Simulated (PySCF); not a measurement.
## Ni²⁺ (nickel, charge +2): UHF calculation

Configuration: [Ar] 3d8, high-spin 3F determinant. Calculation: PySCF 2.14, in x2c-TZVPPall with one added diffuse shell each of s, p, d, f type (7s6p5d3f1g, 80 functions); the spin-free X2C one-electron Hamiltonian (Gaussian nucleus).

* Total energy: -1518.235476 hartree
* One-electron energy: -2089.1771 hartree
* Hartree (Coulomb) energy: 633.0906 hartree
* Exchange energy: -62.1489 hartree
* ⟨S²⟩: 2.0029
* ⟨L²⟩: 12.024
* Sum of ⟨r⟩: 15.65 bohr
* Sum of ⟨r²⟩: 15.35 bohr²
* Langevin diamagnetic susceptibility: -12.2 ×10⁻⁶ cm³/mol

```tsv
shell	electrons	mean orbital energy (hartree)	spread (hartree)	rms radius, mean of both spins (bohr)
1s α	1	-309.51565	0	0.0624
1s β	1	-309.51408	0	0.0624
2s α	1	-39.36913	0	0.265
2s β	1	-39.29517	0	0.265
2p α	3	-33.83207	0	0.238
2p β	3	-33.75865	0	0.238
3s α	1	-5.81110	0	0.796
3s β	1	-5.61222	0	0.796
3p α	3	-4.13987	0	0.848
3p β	3	-3.90087	0	0.848
3d α	5	-1.44607	0.05606	1.08
3d β	3	-1.35057	0	1.08
```

Densities and radii are taken from the X2C orbitals without a picture-change correction, which distorts them close to the nucleus.

Spin-orbit constants ζ (cm⁻¹) from the X2C one-electron operator on these orbitals: bare nucleus, nucleus screened by l(l+1)(2l+1)/3 electrons, and screened by the Breit-Pauli mean field of the electrons.

```tsv
shell	bare	screened nucleus	mean field
2p	98200	91190	87970
3p	12220	11350	10880
3d	1170	751.9	680.5
```

To first order the Landé constant is A = -340.2 cm⁻¹, so the lowest level has J = 4 and lies 0.127 eV below the centre of the term. This holds in LS coupling only.
